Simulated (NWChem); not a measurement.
vinylene carbonate (C$_{3}$H$_{2}$O$_{3}$); SMILES c1coc(=O)o1

Task: Give the equilibrium geometry at PBE-D3(BJ)/def2-SVP (NWChem) as a Z-matrix, with the point group.

Result: point group C2v; any orientation.
```
C
C 1 1.3476
O 1 1.3789 2 108.64
O 2 1.3789 1 108.64 3 0.00
C 3 1.3835 1 107.69 2 0.00
O 5 1.1960 3 126.33 1 180.00
H 1 1.0934 2 133.62 4 180.00
H 2 1.0934 1 133.62 7 0.00
```
